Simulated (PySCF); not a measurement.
Al(F)(Me)(OSiH3) (CH6AlFOSi), SMILES [F][Al]([CH3])[O][SiH3]. Heavy atoms are numbered as in [Al:1]([F:2])([CH3:3])[O:7][SiH3:8]. Hydrogens are named by the atom that carries them.

Coordinates come from a PBE0-D3(BJ)/def2-SVP optimisation. Other conformers were not sampled.

Level of theory: r2SCAN/def2-TZVP in PySCF.

ESP charges are fitted to the potential on shells at 1.4 to 2.0 van der Waals radii. Atomic charges (e), one atom of each kind:

```csv
atom,Mulliken,Löwdin,ESP fit,IAO
Al1,0.74,0.05,1.24,1.39
F2,-0.36,-0.03,-0.48,-0.57
C3 (CH3),-0.58,-0.48,-1.04,-0.85
H on C3,0.14,0.14,0.23,0.17
O7,-0.37,0.00,-0.54,-0.91
Si8 (SiH3),0.33,0.17,0.35,0.90
H on Si8,-0.06,-0.05,-0.08,-0.15
```
